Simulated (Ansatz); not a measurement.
System: FeH, net charge 0, quartet state. The spin state was set by rule; other spins were not relaxed. 
Geometry from a B3LYP-D3(BJ)/def2-TZVP (Ansatz, a first-principles code) optimisation:
SMILES: [FeH]
```xyz
2

Fe     0.0000     0.0000    -0.0582
H      0.0000     0.0000     1.5126
```
Charge 0, spin multiplicity 4.

Computed values are from Ansatz. Valence correlation only, unless marked. UHF or UKS for open shells. Spin-orbit coupling is left out. Frozen are the shells of the preceding noble gas and the d and f shells that filled before the atom's block. Non-relativistic. CBS marks a two-point X^-3 extrapolation of the correlation energy; Hartree-Fock from the larger set.

```json
{
 "atomisation energy De": "177.1 kJ/mol (the program attaches cautions to a run behind it) at CCSD(T)/CBS(def2-TZVPPD,def2-QZVPPD)",
 "vertical ionisation energy (to the quintet)": "7.24 eV (the program attaches cautions to a run behind it) at CCSD(T)/CBS(def2-TZVPPD,def2-QZVPPD)",
 "total_energy": "-1263.2376 Eh at CCSD(T)/CBS(def2-TZVPPD,def2-QZVPPD)",
 "dipole_moment": "1.39 D at CCSD(T)/def2-SVPD"
}
```

The UHF reference is spin-contaminated (<S^2> 0.99 over the pure value in the largest basis). The T1 diagnostic of CCSD in the largest basis is 0.152, which is high, so the coupled-cluster rows are less sure than usual.
